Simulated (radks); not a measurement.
The numbers below are computed, except where a source is named.
Fe III, 24 electrons, occupied as [Ar] 3d6. Code: a radial shooting solver on a logarithmic mesh with Libxc functionals. Model: scalar-relativistic Kohn-Sham, r2SCAN, spin-polarised, spherical densities, finite nucleus; open shells are filled with parallel spins first; meta-GGA in the generalised Kohn-Sham scheme; Fermi nuclear charge, rms radius 3.7377 fm. Some entries of the table are withheld. Estimate them.

orbital,occ.,eigenvalue (hartree),<r> (bohr)
1s down,1,-258.7587,0.05846
1s up,1,-258.7577,0.05846
2s up,1,-31.14215,0.2666
2s down,1,-31.05157,0.2661
2p up,3,-26.57071,0.2356
2p down,3,-26.50189,0.2350
3s up,1,(1),0.8100
3s down,1,(2),0.8141
3p up,3,-3.02756,0.8562
3p down,3,-2.82221,0.8629
3d up,5,-1.01206,1.054
3d down,1,-0.81911,1.121

Answer. 
(1) 3s up eigenvalue (hartree): -4.32537
(2) 3s down eigenvalue (hartree): -4.11876
